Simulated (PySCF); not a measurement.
phosphine (H₃P), singlet, at a GFN2-xTB geometry; R2SCAN/3-21G in PySCF.

Here is a job for PySCF.
```python
from pyscf import gto, scf, dft

mol = gto.Mole()
mol.atom = '''
    P    -0.001725    0.004043    0.127968
    H    -0.005864    1.133654   -0.676494
    H     1.015563   -0.584185   -0.608449
    H    -0.983827   -0.610119   -0.634578
'''
mol.basis = '3-21g'
mol.charge = 0
mol.spin = 0
mol.verbose = 4
mol.build()

mf = dft.RKS(mol)
mf.xc = 'r2scan'
mf.init_guess = '1e'
mf.kernel()
```

Output, abridged:

```
PySCF version 2.14.0

[INPUT] verbose = 4
[INPUT] num. atoms = 4
[INPUT] num. electrons = 18
[INPUT] charge = 0
[INPUT] spin (= nelec alpha-beta = 2S) = 0
[INPUT] symmetry False subgroup None
[INPUT] Mole.unit = angstrom
[INPUT] Symbol           X                Y                Z      unit          X                Y                Z       unit  Magmom
[INPUT]  1 P     -0.001725000000   0.004043000000   0.127968000000 AA   -0.003259777565   0.007640162722   0.241824472708 Bohr   0.0
[INPUT]  2 H     -0.005864000000   1.133654000000  -0.676494000000 AA   -0.011081353994   2.142295580018  -1.278388384912 Bohr   0.0
[INPUT]  3 H      1.015563000000  -0.584185000000  -0.608449000000 AA    1.919135932242  -1.103949656079  -1.149801970765 Bohr   0.0
[INPUT]  4 H     -0.983827000000  -0.610119000000  -0.634578000000 AA   -1.859163583952  -1.152957813394  -1.199178624674 Bohr   0.0

nuclear repulsion = 17.9651190812191
number of shells = 13
number of NR pGTOs = 36
number of NR cGTOs = 19
basis = 3-21g
ecp = {}

******** <class 'pyscf.dft.rks.RKS'> ********
method = RKS
initial guess = 1e
damping factor = 0
level_shift factor = 0
DIIS = <class 'pyscf.scf.diis.CDIIS'>
diis_start_cycle = 1
diis_space = 8
diis_damp = 0
SCF conv_tol = 1e-09
SCF conv_tol_grad = None
SCF max_cycles = 50
direct_scf = True
direct_scf_tol = 1e-13
XC library pyscf.dft.libxc version 7.1.2
    S. Lehtola, C. Steigemann, M. J. T. Oliveira, and M. A. L. Marques,  SoftwareX 7, 1–5 (2018)
XC functionals = r2scan
    J. W. Furness, A. D. Kaplan, J. Ning, J. P. Perdew, and J. Sun,  J. Phys. Chem. Lett. 11, 8208–8215 (2020)
    J. W. Furness, A. D. Kaplan, J. Ning, J. P. Perdew, and J. Sun,  J. Phys. Chem. Lett. 11, 9248–9248 (2020)
    J. W. Furness, A. D. Kaplan, J. Ning, J. P. Perdew, and J. Sun,  J. Phys. Chem. Lett. 11, 8208–8215 (2020)
    J. W. Furness, A. D. Kaplan, J. Ning, J. P. Perdew, and J. Sun,  J. Phys. Chem. Lett. 11, 9248–9248 (2020)
radial grids:
    Treutler-Ahlrichs [JCP 102, 346 (1995); DOI:10.1063/1.469408] (M4) radial grids

becke partition: Becke, JCP 88, 2547 (1988); DOI:10.1063/1.454033
pruning grids: <function nwchem_prune>
grids dens level: 3
symmetrized grids: False
atomic radii adjust function: <function treutler_atomic_radii_adjust>
small_rho_cutoff = 0
Set gradient conv threshold to 3.16228e-05
Initial guess from hcore.
  HOMO = -10.0362404510375  LUMO = -6.26785670588553  gap/eV = 102.54294
tot grids = 48608
init E= -336.213372209713
  HOMO = 0.379326729092559  LUMO = 0.399264131068718  gap/eV = 0.54252
cycle= 1 E= -339.413576825602  delta_E= -3.2  |g|= 2.37  |ddm|= 14.1
  HOMO = -0.732056652161062  LUMO = -0.164608034937702  gap/eV = 15.44106
cycle= 2 E= -340.173255468851  delta_E= -0.76  |g|= 1.68  |ddm|= 12.9
  HOMO = -0.194384190868089  LUMO = 0.0614803074317861  gap/eV = 6.96243
cycle= 3 E= -341.293561406048  delta_E= -1.12  |g|= 0.252  |ddm|= 2.73
  HOMO = -0.238881049436335  LUMO = 0.0435572284850883  gap/eV = 7.68554
cycle= 4 E= -341.316840191432  delta_E= -0.0233  |g|= 0.0192  |ddm|= 0.339
  HOMO = -0.243854796507633  LUMO = 0.0346954671139051  gap/eV = 7.57974
cycle= 5 E= -341.317041621943  delta_E= -0.000201  |g|= 0.00717  |ddm|= 0.0576
  HOMO = -0.245510904449438  LUMO = 0.0340833148959186  gap/eV = 7.60815
cycle= 6 E= -341.317061938433  delta_E= -2.03e-05  |g|= 0.00026  |ddm|= 0.01
  HOMO = -0.245553998356476  LUMO = 0.034051545848899  gap/eV = 7.60845
cycle= 7 E= -341.317061958183  delta_E= -1.98e-08  |g|= 2.05e-05  |ddm|= 0.000281
  HOMO = -0.2455604107214  LUMO = 0.0340472157921519  gap/eV = 7.60851
cycle= 8 E= -341.317061958329  delta_E= -1.46e-10  |g|= 2.5e-06  |ddm|= 3.02e-05
  HOMO = -0.245560879900199  LUMO = 0.0340468804102013  gap/eV = 7.60851
Extra cycle  E= -341.31706195833  delta_E= -1.19e-12  |g|= 1.93e-06  |ddm|= 1.06e-05
converged SCF energy = -341.31706195833
```
